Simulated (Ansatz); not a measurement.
C2H7NO2Si can be A, `N[SiH](C=O)CO`, or B, `C=C[Si](N)(O)O`.

Gas-phase electronic energies from Ansatz, PBE0-D4/def2-TZVP geometries. CBS: MP2 limit from def2 TZ/QZ plus the TZ coupled-cluster correction, frozen cores. DFT in def2-TZVPP. B3LYP here is the variant with VWN-RPA as its local correlation; programs differ in this. One conformer a species, not always the lowest.

A:

```xyz
13

N    -1.361   -0.078   -1.177
Si   -0.549    0.243    0.298
C     0.015    2.081    0.383
O     0.566    2.509    1.369
C     1.020   -0.803    0.280
O     0.639   -2.136   -0.036
H    -1.224   -0.999   -1.565
H    -2.301    0.243   -1.341
H    -1.330    0.004    1.545
H    -0.128    2.754   -0.499
H     1.716   -0.396   -0.467
H     1.512   -0.732    1.258
H     1.424   -2.689   -0.046
```

B:

Z-matrix (Å, degrees):
```
Si
C 1 1.850
O 1 1.648 2 115.6
N 1 1.712 2 107.7 3 -119.0
O 1 1.640 2 105.1 3 114.5
C 2 1.331 1 123.6 3 97.4
H 2 1.089 1 118.2 3 -81.7
H 3 0.958 1 116.1 2 -67.6
H 4 1.008 1 119.9 2 -50.9
H 4 1.008 1 119.8 2 165.8
H 5 0.958 1 117.0 2 -157.5
H 6 1.087 2 122.3 1 -179.2
H 6 1.087 2 121.4 1 0.8
```

Task: Which is lower in electronic energy at CCSD(T)/CBS, and by how much? (Best estimate.)

Result: Ansatz gave: B, by 89.7 kcal/mol.

Task: Give E(B) − E(A) in kcal/mol with HF/def2-TZVPP, B3LYP-D4, PBE0-D4, PBE-D4, MP2/def2-TZVPP, ωB97M-V, r2SCAN-D4. (Best estimate.)

Result: Computed: HF/def2-TZVPP -89.3, B3LYP-D4 -85.3, PBE0-D4 -84.0, PBE-D4 -79.8, MP2/def2-TZVPP -91.5, ωB97M-V -86.9, r2SCAN-D4 -87.1. None reverses the order clearly.

Largest T1 diagnostic: 0.013.

The D4 term adds −1.0 kcal/mol with B3LYP and −0.5 kcal/mol with PBE0; it sums over pairs of atoms, weighted by their polarisabilities, and B3LYP, whose exchange is more repulsive, gets the larger term. From PBE to PBE0 (25 % exact exchange), in def2-TZVPP and without D4, E(B) − E(A) moves by −4.3 kcal/mol.
